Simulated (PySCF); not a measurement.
## H₂HfO + 2 F₂ → HfOF₂ + 2 HF

Level: PBE0 in the def2-TZVP basis family, computed in PySCF with density fitting; scalar-relativistic core potentials for atoms from Rb on, none lighter, no spin–orbit coupling; open shells unrestricted.

```
species                                                              state and structure      E (Eh)  ZPE (kJ/mol)  H(298 K) − H(0) (kJ/mol)  S° (J/(mol K))
  H₂HfO  singlet, Cs, Hf–H 1.863 Å (×2), Hf–O 1.737 Å; H–Hf–H 109.1°, H–Hf–O 104.7° (×2)  -124.36035          35.4                      11.7           271.5
     F₂                                                        singlet, D∞h, F–F 1.376 Å  -199.40856           6.6                       8.7           201.9
  HfOF₂  singlet, Cs, Hf–F 1.928 Å (×2), Hf–O 1.754 Å; F–Hf–F 116.9°, F–Hf–O 110.8° (×2)  -322.95279          16.3                      15.6           320.2
     HF                                                        singlet, C∞v, H–F 0.920 Å  -100.39188          24.9                       8.7           173.6
```

**Question.** What is the electronic reaction energy?

**Answer.** At PBE0/def2-TZVP, ΔE = -1467.9 kJ/mol from the differences of the total energies times 2625.5, downhill. 

**Question.** Add zero-point, thermal and entropy terms for 298.15 K and 1 bar.

**Answer.** ΔZPE = 17.5 and Δ[H(298) − H(0)] = 3.9 kJ/mol give ΔH° = -1446.5 kJ/mol. ΔS° = -7.9 J/(mol K), so ΔG° = -1446.5 − 298.15 × (-0.0079) = -1444 kJ/mol.

Spin–orbit coupling can matter for H₂HfO, HfOF₂ and is left out. The structures come from searches over a few start shapes, so lower isomers are not excluded.
